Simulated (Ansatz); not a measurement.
C2H6AlFOSi, relaxed with RKS PBE-D4/def2-SVP in Ansatz 0.2.0 from a rough embedded geometry. The force threshold is 0.03 eV/Å; the program also tests the step.

Total charge 0; spin multiplicity 1. The bonds changed during the relaxation, so this is another structure than the one it started from.

Start:

```xyz
12

C    -0.080    0.447   -1.855
C     1.174    0.153   -1.088
O     2.267    0.173   -1.652
Al    1.029   -0.208    0.915
Si   -1.076   -0.302    1.884
F    -1.993   -1.519    1.170
H     0.174    0.606   -2.917
H    -0.733   -0.518   -1.797
H    -0.583    1.249   -1.441
H     2.404   -0.475    1.706
H    -0.868   -0.606    3.316
H    -1.714    1.001    1.759
```

```json
{"step": "1", "energy (eV)": "-21385.0794", "largest force (eV/Å)": "2.836", "largest move (Å)": "0.000"}
{"step": "2", "energy (eV)": "-21385.4774", "largest force (eV/Å)": "0.764", "largest move (Å)": "0.198"}
{"step": "3", "energy (eV)": "-21385.5162", "largest force (eV/Å)": "0.497", "largest move (Å)": "0.090"}
{"step": "4", "energy (eV)": "-21385.5355", "largest force (eV/Å)": "0.413", "largest move (Å)": "0.073"}
{"step": "5", "energy (eV)": "-21385.5433", "largest force (eV/Å)": "0.371", "largest move (Å)": "0.051"}
{"step": "6", "energy (eV)": "-21385.5579", "largest force (eV/Å)": "0.199", "largest move (Å)": "0.195"}
{"step": "7", "energy (eV)": "-21385.5640", "largest force (eV/Å)": "0.388", "largest move (Å)": "0.166"}
{"step": "8", "energy (eV)": "-21385.5710", "largest force (eV/Å)": "0.316", "largest move (Å)": "0.082"}
{"step": "9", "energy (eV)": "-21385.5797", "largest force (eV/Å)": "0.242", "largest move (Å)": "0.100"}
{"step": "10", "energy (eV)": "-21385.5862", "largest force (eV/Å)": "0.138", "largest move (Å)": "0.114"}
{"step": "11", "energy (eV)": "-21385.5891", "largest force (eV/Å)": "0.183", "largest move (Å)": "0.142"}
{"step": "13", "energy (eV)": "-21385.6026", "largest force (eV/Å)": "0.244", "largest move (Å)": "0.158"}
{"step": "15", "energy (eV)": "-21385.6179", "largest force (eV/Å)": "0.226", "largest move (Å)": "0.025"}
{"step": "17", "energy (eV)": "-21385.6273", "largest force (eV/Å)": "0.184", "largest move (Å)": "0.098"}
{"step": "19", "energy (eV)": "-21385.6422", "largest force (eV/Å)": "0.646", "largest move (Å)": "0.148"}
{"step": "21", "energy (eV)": "-21385.6683", "largest force (eV/Å)": "0.578", "largest move (Å)": "0.066"}
{"step": "23", "energy (eV)": "-21385.7378", "largest force (eV/Å)": "0.472", "largest move (Å)": "0.191"}
{"step": "25", "energy (eV)": "-21385.8797", "largest force (eV/Å)": "0.735", "largest move (Å)": "0.194"}
{"step": "27", "energy (eV)": "-21385.9912", "largest force (eV/Å)": "0.466", "largest move (Å)": "0.193"}
{"step": "29", "energy (eV)": "-21386.0232", "largest force (eV/Å)": "0.187", "largest move (Å)": "0.047"}
{"step": "31", "energy (eV)": "-21386.0268", "largest force (eV/Å)": "0.023", "largest move (Å)": "0.036"}
{"step": "33", "energy (eV)": "-21386.0278", "largest force (eV/Å)": "0.045", "largest move (Å)": "0.037"}
{"step": "34", "energy (eV)": "-21386.0280", "largest force (eV/Å)": "0.029", "largest move (Å)": "0.047"}
```

End:

```xyz
12

C     0.068    0.513   -2.252
C     0.642    0.236   -0.914
O     1.221   -0.867   -0.664
Al    1.101    0.257    0.993
Si   -0.895   -0.549    2.162
F    -1.953   -0.761    0.896
H     0.373   -0.241   -3.006
H    -1.039    0.486   -2.122
H     0.312    1.544   -2.580
H     2.506    0.839    1.469
H    -0.799   -1.873    2.885
H    -1.538    0.414    3.134
```

Run time 50 s (4 threads of a server CPU on a shared host); peak host memory 0.2 GiB.
